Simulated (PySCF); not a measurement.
Compound: C₄H₆N₂S.
Bonds: N1–C2, C2–C3, C3–C4 (aromatic), C4–N5 (aromatic), N5–S6 (aromatic), S6–C7 (aromatic), C3–C7 (aromatic). Hydrogens: H8, H9 on N1; H10, H11 on C2; H12 on C4; H13 on C7.

Method: PySCF, PBE0-D3(BJ)/def2-SVP geometry optimisation, gas phase; density fitting, grid level 1; the optimiser is geomeTRIC in internal coordinates, started from a GFN2-xTB structure with every atom displaced at random (about 0.01 Å).

Step 1: E = -18039.8344 eV
```
atom  x, y, z in Å  |  force x, y, z in eV/Å
N1     -1.6696   -0.1098   -1.0023   -0.083  -0.521   0.056
C2     -1.0584   -0.4276    0.2729    0.046  -0.066  -0.162
C3      0.3947   -0.0514    0.2716   -0.178  -0.022  -0.011
C4      1.2741   -0.2204   -0.8389    0.429   0.236   0.058
N5      2.5160    0.1991   -0.6788   -0.360  -0.224  -0.134
S6      2.6944    0.8120    0.8451   -0.014   0.016   0.068
C7      1.0733    0.5350    1.3126    0.076  -0.003  -0.018
H8     -2.6717   -0.2881   -0.9860    0.088   0.034  -0.036
H9     -1.5187    0.8484   -1.2779    0.011   0.435   0.066
H10    -1.1497   -1.5228    0.4125    0.027   0.093   0.085
H11    -1.5287    0.0396    1.1613   -0.067   0.022   0.012
H12     0.9706   -0.6433   -1.8010    0.010  -0.010   0.031
H13     0.6850    0.8057    2.2952    0.016   0.009  -0.012
```

Step 2: E = -18039.8498 eV
```
atom  x, y, z in Å  |  force x, y, z in eV/Å
N1     -1.6680   -0.1081   -1.0076    0.121   0.015  -0.110
C2     -1.0593   -0.4294    0.2653    0.008  -0.007   0.000
C3      0.3898   -0.0405    0.2681   -0.029   0.088   0.030
C4      1.2764   -0.2145   -0.8366    0.175  -0.086  -0.076
N5      2.5229    0.1720   -0.6756   -0.207  -0.023  -0.036
S6      2.7013    0.7966    0.8451    0.029   0.037   0.109
C7      1.0738    0.5469    1.3059    0.024  -0.035  -0.012
H8     -2.6635   -0.3100   -1.0064   -0.021  -0.004   0.002
H9     -1.5468    0.8794   -1.2254   -0.090  -0.009   0.056
H10    -1.1305   -1.5229    0.4100   -0.016   0.007   0.027
H11    -1.5480    0.0280    1.1507    0.020   0.007   0.014
H12     0.9744   -0.6481   -1.7936   -0.023   0.003  -0.012
H13     0.6886    0.8272    2.2866    0.009   0.009   0.007
```

Step 3: E = -18039.8541 eV
```
atom  x, y, z in Å  |  force x, y, z in eV/Å
N1     -1.6593   -0.1024   -1.0180    0.120   0.169  -0.067
C2     -1.0562   -0.4238    0.2581   -0.023  -0.001   0.124
C3      0.3901   -0.0292    0.2701   -0.049  -0.014  -0.002
C4      1.2733   -0.2227   -0.8364    0.058   0.048   0.098
N5      2.5159    0.1627   -0.6733    0.114  -0.023  -0.051
S6      2.7072    0.7873    0.8492    0.002   0.008  -0.052
C7      1.0788    0.5521    1.3088   -0.071  -0.048  -0.040
H8     -2.6481   -0.3346   -1.0274   -0.047  -0.041   0.010
H9     -1.5824    0.9005   -1.1917   -0.069  -0.100  -0.002
H10    -1.1164   -1.5167    0.4053   -0.042  -0.026  -0.012
H11    -1.5556    0.0257    1.1425    0.029   0.009  -0.006
H12     0.9661   -0.6597   -1.7905   -0.012   0.018   0.000
H13     0.6979    0.8372    2.2898   -0.009   0.001  -0.001
```

Step 4: E = -18039.8571 eV
```
atom  x, y, z in Å  |  force x, y, z in eV/Å
N1     -1.6635   -0.0966   -1.0213    0.027   0.104   0.015
C2     -1.0571   -0.4162    0.2555    0.009  -0.033   0.038
C3      0.3907   -0.0263    0.2636    0.104  -0.017   0.018
C4      1.2874   -0.2252   -0.8335   -0.147  -0.020  -0.050
N5      2.5304    0.1516   -0.6682    0.093   0.024   0.026
S6      2.7126    0.7817    0.8543   -0.001  -0.014  -0.007
C7      1.0799    0.5489    1.3037   -0.043   0.031   0.033
H8     -2.6466   -0.3561   -1.0296   -0.013  -0.052  -0.005
H9     -1.6259    0.9103   -1.1759   -0.017  -0.034  -0.022
H10    -1.1195   -1.5091    0.4038   -0.037  -0.015  -0.024
H11    -1.5534    0.0329    1.1418    0.031   0.023  -0.018
H12     0.9806   -0.6568   -1.7903   -0.002  -0.001  -0.007
H13     0.6957    0.8374    2.2826   -0.004   0.004   0.003
```

**Question.** Estimate the geometry and energy of step 5. (The exact step hangs on the optimiser's Hessian estimate; all steps are aligned on step 4, rigid shifts and turns removed.)

**Answer.** E = -18039.8588 eV, largest force 0.124 eV/Å
```
atom  x, y, z in Å  |  force x, y, z in eV/Å
N1     -1.6606   -0.0925   -1.0227   -0.043   0.017   0.045
C2     -1.0545   -0.4116    0.2556   -0.001  -0.012  -0.017
C3      0.3939   -0.0232    0.2659    0.027  -0.027  -0.039
C4      1.2873   -0.2229   -0.8340   -0.115  -0.046  -0.009
N5      2.5343    0.1415   -0.6665    0.040   0.055   0.053
S6      2.7169    0.7696    0.8573    0.034   0.007   0.009
C7      1.0814    0.5509    1.3070    0.016   0.003  -0.008
H8     -2.6373   -0.3785   -1.0365    0.029  -0.032  -0.017
H9     -1.6504    0.9146   -1.1733    0.010   0.014  -0.004
H10    -1.1231   -1.5052    0.3995   -0.009   0.009  -0.006
H11    -1.5490    0.0385    1.1416    0.005   0.020  -0.007
H12     0.9751   -0.6479   -1.7922    0.004  -0.005   0.004
H13     0.6972    0.8434    2.2848    0.003  -0.006  -0.004
```

The energy changes by -0.0017 eV. The first-order estimate −F·Δx gives -0.0029 eV and the mean of the old and new forces, exact on a quadratic surface, -0.0017 eV. The step makes an angle of 76° with the force vector and moves no atom by more than 0.025 Å.

What follows is the cost of the whole optimisation. The run took 73 s of wall time on one thread, Intel Xeon Platinum 8488C (x86_64) (shared host), and the process peaked at 0.52 GiB of memory.
